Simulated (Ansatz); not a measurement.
Br$_{2}$H$_{2}$O$_{2}$Sn, SMILES `[OH][Sn]([OH])([Br])[Br]`. Charge 0, multiplicity 1. Sn takes the def2 core potential.

```csv
atom,x (Å),y (Å),z (Å)
O1,0.3032,-0.4754,-1.5343
Sn2,-0.2761,0.1706,0.2032
O3,1.3559,0.6141,1.1421
Br4,-1.6405,2.1882,0.0539
Br5,-1.5506,-1.5921,1.3380
H6,-0.3106,-1.0960,-1.9377
H7,2.1188,0.1906,0.7348
```

(1) What are the harmonic wavenumbers in cm⁻¹ at PBE0-D4/def2-TZVP (Ansatz, finite differences of forces, unscaled)? (An estimate is asked.)

(2) Is this a minimum?

(3) Give the ideal-gas thermochemistry at 298.15 K and 1 bar (rigid rotor, harmonic oscillator; point group C1, symmetry number 1).

(4) And at 400, 500, 600, 800 and 1000 K?

(5) Rotational constants (cm⁻¹)?

Answers

(1) Computed: 64, 88, 119, 143, 147, 158, 199, 254, 288, 644, 658, 859, 889, 3862, 3879.

(2) Yes, all 15 modes are real.

(3) Zero-point energy 73.3 kJ/mol; H(298) − E = 99.1 kJ/mol; entropy 416.0 J/(mol·K), of which translation 180.5, rotation 128.4, vibration 107.1; G(298) − E = -24.9 kJ/mol. Modes under 100 cm⁻¹ are hindered rotations or soft bends, so the harmonic entropy is rough.

(4) 
```tsv
T (K)	H − E (kJ/mol)	S (J/mol/K)	G − E (kJ/mol)
400	111.4	451.3	-69.2
500	124.1	479.6	-115.8
600	137.1	503.5	-164.9
800	164.1	542.2	-269.7
1000	191.7	573.0	-381.3
```

(5) 0.04934, 0.02341, 0.0188.
